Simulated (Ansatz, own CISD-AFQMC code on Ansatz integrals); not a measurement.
CH5BSi, SMILES `CB=[SiH2]` (charge 0, multiplicity 1).

Cartesian coordinates (Å):
```xyz
8

C     -1.4530    -0.0149    -0.0539
B      0.0587     0.0005     0.0985
Si     1.8839     0.0081    -0.2959
H     -1.7653     0.8537    -0.6475
H     -1.7553    -0.8986    -0.6297
H     -2.0021    -0.0074     0.8901
H      2.5041     1.2572     0.2192
H      2.5291    -1.1988     0.2846
```
Charge 0, multiplicity 1.

Frozen-core correlation energies in cc-pVDZ at a geometry from B3LYP-D3(BJ)/def2-TZVP, on an HF energy of -354.29764 Ha (<S^2> = 0.00, restricted and unstable towards unrestricted orbitals). Wave-function levels are from Ansatz, the walk from an own CISD-AFQMC code on Ansatz integrals (time step 0.005/Ha, trial state from CCSD amplitudes, largest double 0.17).

```
level    correlation energy (mHa)
-------  ------------------------
MP2                        -319.4
CCSD                       -369.9
CCSD(T)                    -383.5
```

### Question
What correlation energy does phaseless AFQMC give, and where does it lie among these levels?

### Answer
-385.3 ± 0.4 mHa (one standard error). AFQMC minus each level: MP2 -65.9 mHa, CCSD -15.4 mHa, CCSD(T) -1.8 mHa.
